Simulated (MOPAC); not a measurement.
MOPAC input (PM7):

```
PM7 1SCF GEO-OK AUX(PRECISION=9) THREADS=1
BFO

F    -0.00000000 1   -0.00000000 1   -1.19889826 1
B     0.00000000 1    0.00000000 1    0.08714772 1
O     0.00000000 1    0.00000000 1    1.29429322 1
```

From the last part of the output:

```
                                                       MOPAC v23.2.5 Linux

          FINAL HEAT OF FORMATION =       -148.89049 KCAL/MOL =    -622.95782 KJ/MOL

          COSMO AREA              =         68.44 SQUARE ANGSTROMS
          COSMO VOLUME            =         50.23 CUBIC ANGSTROMS

          IONIZATION POTENTIAL    =         12.953901 EV
          HOMO LUMO ENERGIES (EV) =        -12.954 -0.107
          NO. OF FILLED LEVELS    =          8
          MOLECULAR WEIGHT        =         45.8078         POINT GROUP:  C*v

          MOLECULAR DIMENSIONS (Angstroms)

            Atom       Atom       Distance
            O     3    F     1     2.49319
            O     3    F     1     0.00000
            F     1    B     2     0.00000

          SCF CALCULATIONS        =          1

   ATOM   CHEMICAL          X               Y               Z
  NUMBER   SYMBOL      (ANGSTROMS)     (ANGSTROMS)     (ANGSTROMS)

     1       F         -0.00000000  *  -0.00000000  *  -1.19889826  *
     2       B          0.00000000  *   0.00000000  *   0.08714772  *
     3       O          0.00000000  *   0.00000000  *   1.29429322  *

                             CARTESIAN COORDINATES

   1    F       -0.000000000    -0.000000000    -1.198898260
   2    B        0.000000000     0.000000000     0.087147720
   3    O        0.000000000     0.000000000     1.294293220

           Empirical Formula: O F B  =     3 atoms

      MOLECULAR POINT GROUP   :   C*v

                  EIGENVALUES
 -41.05446 -29.66290 -17.14349 -16.61274 -16.61274 -14.24538 -12.95390 -12.95390
  -0.10688  -0.10688   2.87124   4.32166

              NET ATOMIC CHARGES AND DIPOLE CONTRIBUTIONS

  ATOM NO.   TYPE          CHARGE      No. of ELECS.   s-Pop       p-Pop
    1          F          -0.271441        7.2714     1.93893     5.33251
    2          B           0.615705        2.3843     0.63394     1.75036
    3          O          -0.344264        6.3443     1.82826     4.51600
 DIPOLE           X         Y         Z       TOTAL
 POINT-CHG.     0.000     0.000    -0.319     0.319
 HYBRID         0.000     0.000    -0.336     0.336
 SUM            0.000     0.000    -0.655     0.655

          ATOMIC ORBITAL ELECTRON POPULATIONS

     Atom    s        px        py        pz
    1  F   1.93893   1.91811   1.91811   1.49629
    2  B   0.63394   0.56080   0.56080   0.62875
    3  O   1.82826   1.52109   1.52109   1.47382

 **********************
 *                    *
 * JOB ENDED NORMALLY *
 *                    *
 **********************

 == MOPAC DONE ==
```
